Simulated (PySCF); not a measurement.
Harmonic spectrum computed at PBE0 in the def2-SVP basis family (core potentials from Rb on, PySCF, no spin–orbit coupling):

```tsv
symmetry	ω (cm⁻¹)	IR (km/mol)
a1	31	1.2
a1	159	3.5
b2	193	18.9
```

Q: Which molecule gave it? In each, all ligands are bound to the one heavy central atom.
A. SbBr₂ (doublet)
B. RhBr₂ (quartet)
C. PdBr₂ (triplet)
D. TlBr₂ (doublet)
E. IrBr₂ (quartet)

A: D. It has C2v symmetry with Tl–Br 2.654 Å (×2).
